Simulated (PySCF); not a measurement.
`NC(=O)[C@@H]1C=C[S@](=O)C1`, C$_{5}$H$_{7}$NO$_{2}$S

Geometry (Å), atoms numbered from 1 in this order:
```xyz
16

N     1.769    0.488    0.445
C     1.446   -0.622   -0.226
O     2.242   -1.353   -0.770
C    -0.075   -0.921   -0.281
C    -0.713    0.048   -1.221
C    -1.454    0.999   -0.680
S    -1.492    0.954    1.130
O    -0.383    1.842    1.542
C    -0.779   -0.757    1.061
H     2.742    0.737    0.508
H     1.082    1.106    0.882
H    -0.166   -1.944   -0.657
H    -0.522   -0.045   -2.280
H    -1.954    1.802   -1.188
H    -1.627   -1.434    1.141
H    -0.123   -0.892    1.918
```

Method: PySCF, GIAO B97-2/pcSseg-1 magnetisability, rotational g tensor and spin-rotation constants, non-relativistic, gas phase. Geometry: GFN2-xTB.

**Question.** Give the nuclear spin-rotation constants along the inertial axes (H = +C I·J) beside the isotropic shieldings.

**Answer.** Rotational constants 2.6952, 1.1489, 1.0096 GHz. A star marks the isotopologue with that one atom substituted, in its own axes.
| atom | isotope | Caa (kHz) | Cbb (kHz) | Ccc (kHz) | mean (kHz) | σ (ppm) |
| --- | --- | --- | --- | --- | --- | --- |
| N1 | 14N | 0.309 | 0.072 | 0.062 | 0.148 | 145.1 |
| H10 | 1H | -0.123 | -0.018 | -0.112 | -0.084 | 27.5 |
| H11 | 1H | 0.153 | -0.073 | -0.078 | 0.001 | 22.6 |
| H12 | 1H | -0.188 | -0.030 | -0.069 | -0.096 | 28.1 |
| H13 | 1H | -0.140 | -0.033 | -0.028 | -0.067 | 24.7 |
| H14 | 1H | -0.132 | -0.107 | 0.027 | -0.071 | 25.0 |
| H15 | 1H | -0.272 | -0.062 | -0.033 | -0.122 | 29.1 |
| H16 | 1H | -0.270 | -0.016 | -0.067 | -0.117 | 28.7 |
| C2 | 13C* | 1.021 | 0.516 | 0.271 | 0.603 | 20.2 |
| O3 | 17O* | -1.672 | -0.483 | -0.127 | -0.761 | -78.1 |
| C4 | 13C* | 0.524 | 0.246 | 0.224 | 0.331 | 123.6 |
| C5 | 13C* | 0.898 | 0.343 | 0.399 | 0.546 | 36.3 |
| C6 | 13C* | 0.851 | 0.317 | 0.398 | 0.522 | 45.1 |
| S7 | 33S* | 1.248 | 0.455 | 0.422 | 0.708 | 134.7 |
| O8 | 17O* | -0.245 | -0.296 | -0.025 | -0.189 | 245.5 |
| C9 | 13C* | 0.522 | 0.222 | 0.223 | 0.322 | 128.1 |

For the geometry as given, no vibrational averaging.
